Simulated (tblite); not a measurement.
Compound: C₆H₈NO (doublet state).
SMILES with atom numbers: `[CH:1]1[NH:2][CH:3]=[C:4]([CH:5]2[CH2:6][CH2:7]2)[O:8]1` (hydrogens: H9 on C1; H10 on N2; H11 on C3; H12 on C5; H13, H14 on C6; H15, H16 on C7)
Bond orders are those of one Lewis drawing.

Computed with GFN2-xTB (tblite), gas phase: L-BFGS steps from a force-field or distance-geometry start until the largest atomic force falls under 0.01 eV/Å.

Step 34: E = -647.9986 eV
```
atom  x, y, z in Å  |  force x, y, z in eV/Å
C1      2.4942    0.7104    0.4331   -0.001   0.014   0.004
N2      2.4479   -0.4661   -0.3545    0.025  -0.003   0.015
C3      1.1649   -0.9629   -0.2588   -0.020  -0.002   0.000
C4      0.4070   -0.0615    0.3963   -0.007   0.002  -0.029
C5     -1.0421   -0.0359    0.6653    0.020  -0.007   0.004
C6     -1.9882   -0.5283   -0.3880   -0.015   0.024  -0.014
C7     -1.9116    0.9362   -0.0872    0.008  -0.021   0.001
O8      1.1754    0.9919    0.8071    0.015   0.008  -0.056
H9      3.0017    1.5646   -0.0073    0.005  -0.015   0.039
H10     3.2615   -1.0488   -0.4670   -0.053   0.024   0.027
H11     0.8839   -1.9052   -0.6805    0.002  -0.003  -0.039
H12    -1.3081   -0.2208    1.7002    0.024   0.028   0.013
H13    -2.8620   -1.0787   -0.0763   -0.009  -0.005   0.011
H14    -1.5668   -0.8675   -1.3218   -0.011  -0.018   0.009
H15    -1.4399    1.5768   -0.8175   -0.001  -0.009   0.040
H16    -2.7255    1.4047    0.4455    0.018  -0.017  -0.026
```

Step 35: E = -647.9991 eV
```
atom  x, y, z in Å  |  force x, y, z in eV/Å
C1      2.4933    0.7107    0.4313    0.009   0.003   0.022
N2      2.4486   -0.4657   -0.3570    0.005   0.006   0.007
C3      1.1645   -0.9615   -0.2626   -0.024  -0.012   0.017
C4      0.4069   -0.0616    0.3946   -0.012   0.009  -0.024
C5     -1.0419   -0.0355    0.6664    0.015  -0.013  -0.005
C6     -1.9880   -0.5282   -0.3871   -0.013   0.012  -0.010
C7     -1.9114    0.9361   -0.0869    0.009  -0.022   0.001
O8      1.1749    0.9918    0.8057    0.014   0.010  -0.053
H9      3.0021    1.5666   -0.0034    0.008  -0.018   0.025
H10     3.2605   -1.0520   -0.4628   -0.046   0.029   0.026
H11     0.8827   -1.9047   -0.6827    0.009   0.006  -0.042
H12    -1.3068   -0.2204    1.7020    0.027   0.030  -0.001
H13    -2.8616   -1.0790   -0.0753   -0.009   0.000   0.010
H14    -1.5660   -0.8686   -1.3203   -0.011  -0.016   0.010
H15    -1.4386    1.5763   -0.8167   -0.002  -0.007   0.037
H16    -2.7269    1.4046    0.4434    0.021  -0.016  -0.018
```

Step 36: E = -647.9996 eV
```
atom  x, y, z in Å  |  force x, y, z in eV/Å
C1      2.4924    0.7111    0.4298    0.017  -0.015   0.038
N2      2.4491   -0.4651   -0.3592   -0.026   0.013  -0.004
C3      1.1638   -0.9604   -0.2668   -0.017  -0.017   0.030
C4      0.4067   -0.0615    0.3922   -0.016   0.017  -0.017
C5     -1.0415   -0.0353    0.6676    0.000  -0.018  -0.017
C6     -1.9880   -0.5280   -0.3863   -0.005  -0.013   0.003
C7     -1.9109    0.9356   -0.0866    0.006  -0.016   0.000
O8      1.1744    0.9918    0.8031   -0.001   0.014  -0.041
H9      3.0025    1.5684    0.0013    0.018  -0.015   0.007
H10     3.2587   -1.0552   -0.4576   -0.022   0.023   0.021
H11     0.8817   -1.9040   -0.6865    0.015   0.017  -0.040
H12    -1.3047   -0.2189    1.7041    0.030   0.027  -0.017
H13    -2.8613   -1.0794   -0.0740   -0.007   0.007   0.008
H14    -1.5653   -0.8702   -1.3185   -0.012  -0.014   0.009
H15    -1.4371    1.5759   -0.8150    0.004   0.000   0.021
H16    -2.7280    1.4040    0.4407    0.016  -0.010  -0.001
```

Step 37: E = -648.0001 eV
```
atom  x, y, z in Å  |  force x, y, z in eV/Å
C1      2.4915    0.7113    0.4293    0.019  -0.029   0.041
N2      2.4490   -0.4641   -0.3612   -0.043   0.012  -0.011
C3      1.1629   -0.9596   -0.2698   -0.005  -0.015   0.030
C4      0.4063   -0.0611    0.3899   -0.017   0.022  -0.013
C5     -1.0409   -0.0356    0.6683   -0.015  -0.016  -0.022
C6     -1.9881   -0.5282   -0.3857    0.002  -0.036   0.017
C7     -1.9103    0.9347   -0.0862   -0.001  -0.005  -0.004
O8      1.1736    0.9926    0.7999   -0.018   0.015  -0.023
H9      3.0034    1.5692    0.0056    0.027  -0.010  -0.005
H10     3.2564   -1.0577   -0.4522    0.002   0.014   0.016
H11     0.8810   -1.9027   -0.6913    0.019   0.025  -0.033
H12    -1.3021   -0.2163    1.7060    0.029   0.018  -0.024
H13    -2.8613   -1.0797   -0.0726   -0.007   0.012   0.006
H14    -1.5650   -0.8724   -1.3169   -0.012  -0.011   0.008
H15    -1.4357    1.5755   -0.8128    0.012   0.008  -0.001
H16    -2.7284    1.4032    0.4383    0.006  -0.004   0.018
```

**Question.** Estimate the geometry and energy of step 38. (The exact step hangs on the optimiser's Hessian estimate; all steps are aligned on step 37, rigid shifts and turns removed.)

**Answer.** E = -648.0007 eV, largest force 0.053 eV/Å
```
atom  x, y, z in Å  |  force x, y, z in eV/Å
C1      2.4906    0.7111    0.4299    0.016  -0.032   0.030
N2      2.4482   -0.4627   -0.3632   -0.042   0.005  -0.010
C3      1.1620   -0.9592   -0.2716    0.007  -0.007   0.018
C4      0.4056   -0.0604    0.3872   -0.013   0.023  -0.011
C5     -1.0404   -0.0366    0.6685   -0.025  -0.003  -0.020
C6     -1.9882   -0.5293   -0.3850    0.005  -0.046   0.026
C7     -1.9094    0.9334   -0.0858   -0.011   0.006  -0.013
O8      1.1722    0.9942    0.7956   -0.026   0.011   0.000
H9      3.0053    1.5688    0.0100    0.031  -0.007  -0.010
H10     3.2537   -1.0596   -0.4465    0.024   0.006   0.010
H11     0.8807   -1.9007   -0.6975    0.018   0.027  -0.021
H12    -1.2984   -0.2127    1.7075    0.020   0.001  -0.022
H13    -2.8616   -1.0797   -0.0709   -0.008   0.012   0.005
H14    -1.5653   -0.8752   -1.3157   -0.011  -0.009   0.008
H15    -1.4341    1.5753   -0.8101    0.020   0.012  -0.024
H16    -2.7283    1.4021    0.4363   -0.004  -0.001   0.035
```

The energy changes by -0.0006 eV. The first-order estimate −F·Δx gives -0.0008 eV and the mean of the old and new forces, exact on a quadratic surface, -0.0006 eV. The step makes an angle of 65° with the force vector and moves no atom by more than 0.007 Å.

What follows is the cost of the whole relaxation. Hardware: Arm Neoverse V2, one thread, on a shared host. Cost: 0.55 s.
